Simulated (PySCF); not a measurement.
## Cl+ (chlorine, charge +1): UHF calculation

Configuration: [Ne] 3s2 3p4, high-spin 3P determinant. Computed with PySCF 2.14 in Sapporo-DZP-2012, with the spin-free X2C one-electron Hamiltonian (Gaussian nucleus).

```json
{
 "Total energy": "-460.253025 hartree",
 "One-electron energy": "-628.7621 hartree",
 "Hartree (Coulomb) energy": "195.7976 hartree",
 "Exchange energy": "-27.2885 hartree",
 "⟨S²⟩": "2.0090",
 "⟨L²⟩": "2.028",
 "Sum of ⟨r⟩": "13.33 bohr",
 "Sum of ⟨r²⟩": "20.66 bohr²",
 "Traceless quadrupole moment −½Σ⟨3z² − r²⟩ along its main axis": "-1.53 e·bohr²",
 "Langevin diamagnetic susceptibility": "-16.4 ×10⁻⁶ cm³/mol",
 "Time after the integrals": "0.05 s of wall time on 1 thread of Neoverse-V2 (shared host)"
}
```

```json
{"shell": "1s α", "electrons": "1", "mean orbital energy (hartree)": "-105.73044", "spread (hartree)": "0", "rms radius, mean of both spins (bohr)": "0.106"}
{"shell": "1s β", "electrons": "1", "mean orbital energy (hartree)": "-105.70333", "spread (hartree)": "0", "rms radius, mean of both spins (bohr)": "0.106"}
{"shell": "2s α", "electrons": "1", "mean orbital energy (hartree)": "-11.15228", "spread (hartree)": "0", "rms radius, mean of both spins (bohr)": "0.479"}
{"shell": "2s β", "electrons": "1", "mean orbital energy (hartree)": "-11.12816", "spread (hartree)": "0", "rms radius, mean of both spins (bohr)": "0.479"}
{"shell": "2p α", "electrons": "3", "mean orbital energy (hartree)": "-8.57326", "spread (hartree)": "0.02833", "rms radius, mean of both spins (bohr)": "0.451"}
{"shell": "2p β", "electrons": "3", "mean orbital energy (hartree)": "-8.52772", "spread (hartree)": "0.02006", "rms radius, mean of both spins (bohr)": "0.451"}
{"shell": "3s α", "electrons": "1", "mean orbital energy (hartree)": "-1.60694", "spread (hartree)": "0", "rms radius, mean of both spins (bohr)": "1.62"}
{"shell": "3s β", "electrons": "1", "mean orbital energy (hartree)": "-1.35089", "spread (hartree)": "0", "rms radius, mean of both spins (bohr)": "1.62"}
{"shell": "3p α", "electrons": "3", "mean orbital energy (hartree)": "-0.96834", "spread (hartree)": "0.08224", "rms radius, mean of both spins (bohr)": "1.85"}
{"shell": "3p β", "electrons": "1", "mean orbital energy (hartree)": "-0.86399", "spread (hartree)": "0", "rms radius, mean of both spins (bohr)": "1.85"}
```

Densities and radii are taken from the X2C orbitals without a picture-change correction, which distorts them close to the nucleus.
